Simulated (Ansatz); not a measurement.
Computed with Ansatz.

Basis-set series for `C[Si]SC`. Charge 0, multiplicity 1. All single points use the PBE0-D4/def2-TZVP geometry. It is one conformer, not always the lowest.

```xyz
10

C    -0.4050   -1.3297   -0.7781
Si    0.6351   -1.7701    0.7528
S     1.0194    0.1470    1.5722
C     0.2629    1.4598    0.5758
H    -1.3266   -0.8080   -0.4977
H     0.1432   -0.6737   -1.4628
H    -0.6793   -2.2368   -1.3207
H    -0.8181    1.3367    0.5277
H     0.6753    1.4677   -0.4321
H     0.4930    2.4071    1.0628
```

| functional | basis | functions | energy (Eh) | HOMO (eV) | LUMO (eV) |
| --- | --- | --- | --- | --- | --- |
| PBE0-D4 | def2-SVP | 94 | -766.86853 | -6.32 | -1.86 |
| PBE0-D4 | def2-TZVPP | 230 | -767.19759 | -6.35 | -1.91 |
| ωB97M-V | def2-SVP | 94 | -767.12636 | -8.37 | 0.16 |
| ωB97M-V | def2-TZVPP | 230 | -767.46115 | -8.43 | 0.03 |

(1) Give the rows for def2-QZVPP. (An estimate is asked.)

Results:

(1) The calculation gave: 
| functional | basis | functions | energy (Eh) | HOMO (eV) | LUMO (eV) |
| --- | --- | --- | --- | --- | --- |
| PBE0-D4 | def2-QZVPP | 434 | -767.22389 | -6.38 | -1.94 |
| ωB97M-V | def2-QZVPP | 434 | -767.48644 | -8.46 | -0.05 |

Positive LUMOs are unbound and depend on the basis.
